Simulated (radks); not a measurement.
The strontium ion Sr27+, configuration [Ne] 3s1. Calculated with a radial shooting solver on a logarithmic mesh with Libxc functionals: Dirac Kohn-Sham, PBE, spin-unpolarised, spherical densities, finite nucleus; Fermi nuclear charge, rms radius 4.224 fm. Some entries of the table are withheld. Estimate them.

orbital  occ.  eigenvalue (eV)  <r^2> (bohr^2)  <1/r> (bohr^-1)
1s1/2       2              (1)        0.002064            39.01
2s1/2       2        -3442.338         0.03362            8.944
2p1/2       2        -3264.918             (2)            8.893
2p3/2       4        -3193.779             (3)            8.554
3s1/2       1              (4)          0.1941              (5)

Answer. 
(1) 1s1/2 eigenvalue (eV): -17292.86
(2) 2p1/2 <r^2> (bohr^2): 0.02545
(3) 2p3/2 <r^2> (bohr^2): 0.02673
(4) 3s1/2 eigenvalue (eV): -1362.288
(5) 3s1/2 <1/r> (bohr^-1): 3.603
